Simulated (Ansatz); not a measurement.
Reaction (SMILES): ClBr (Cl-Br) → Cl atom + Br atom
B3LYP-D3(BJ)/def2-TZVP geometries, fixed; electronic energies without zero-point terms.

Energies in hartree at CCSD(T) with Ansatz (a first-principles code); the bond dissociation energy is their sum with the coefficients shown, times 627.509 kcal/mol a hartree. All functions are spherical. Cores are frozen (with 3d on Ga to Br). Open shells are unrestricted. No added dispersion term, no relativity.

| species | coefficient | part | cc-pV(D+d)Z | cc-pV(T+d)Z | cc-pV(Q+d)Z |
|---|---|---|---|---|---|
| ClBr (Cl-Br) | -1 | Hartree-Fock | -3031.86016 | -3031.95781 | -3031.96489 |
| ClBr (Cl-Br) | -1 | correlation | -0.28476 | -0.39815 | -0.43676 |
| Cl atom | +1 | Hartree-Fock | -459.47140 | -459.48556 | -459.48916 |
| Cl atom | +1 | correlation | -0.13264 | -0.18800 | -0.20533 |
| Br atom | +1 | Hartree-Fock | -2572.36837 | -2572.44509 | -2572.44802 |
| Br atom | +1 | correlation | -0.10753 | -0.15754 | -0.17393 |

Q: Predict the bond dissociation energy in cc-pV(5+d)Z (X = 5): let each Hartree-Fock step shrink by the ratio of the last two, and fit each correlation energy at X = 3 and 4 to E + A/X^3. Compare with the run.

A: 
- ClBr (Cl-Br): steps -0.09765 and -0.00708, ratio 0.073, so Hartree-Fock -3031.96541 (run: -3031.96599); A = (-0.39815 - (-0.43676))/(1/27 - 1/64) = 1.8032, correlation -0.43676 - A/64 + A/125 = -0.45051 (run: -0.44980).
- Cl atom: steps -0.01416 and -0.00360, ratio 0.254, so Hartree-Fock -459.49007 (run: -459.48973); A = (-0.18800 - (-0.20533))/(1/27 - 1/64) = 0.8094, correlation -0.20533 - A/64 + A/125 = -0.21150 (run: -0.21087).
- Br atom: steps -0.07672 and -0.00293, ratio 0.038, so Hartree-Fock -2572.44813 (run: -2572.44835); A = (-0.15754 - (-0.17393))/(1/27 - 1/64) = 0.7655, correlation -0.17393 - A/64 + A/125 = -0.17977 (run: -0.17946).
Predicted 54.25 kcal/mol; the run in cc-pV(5+d)Z gives 54.83, a miss of -0.58. Keeping the value in cc-pV(Q+d)Z, 53.47, would miss by -1.36. All sums are of the energies as printed.
